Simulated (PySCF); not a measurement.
Al(Me)(OH) (CH4AlO), SMILES [CH3][Al][OH], multiplicity 2. The structure is a stationary point at PBE-D3(BJ)/def2-TZVP. The multiplicity is an assumed one; other spin states were not compared. The isomer is the one that the SMILES or the coordinates give; other isomers of the formula were not compared. Other conformers were not sampled.

Problem. Give the equilibrium geometry at PBE-D3(BJ)/def2-TZVP (PySCF confirms it by a frequency run) as bond lengths and angles, and its point group. (The exact figures need the calculation; the answer reports its results.)

Solution. This is not unique; one that fits is point group Cs.
Atoms: Al1 C2 H3 H4 H5 O6 H7. Bonds (Å): Al1–C2 1.980, Al1–O6 1.727, C2–H3 1.101, C2–H4 1.101, C2–H5 1.097, O6–H7 0.968. Angles (°): C2–Al1–O6 114.2, Al1–C2–H3 108.9, Al1–C2–H4 108.9, Al1–C2–H5 113.0, H3–C2–H4 108.0, H3–C2–H5 108.9, H4–C2–H5 108.9, Al1–O6–H7 121.4.
Charge 0, spin multiplicity 2.
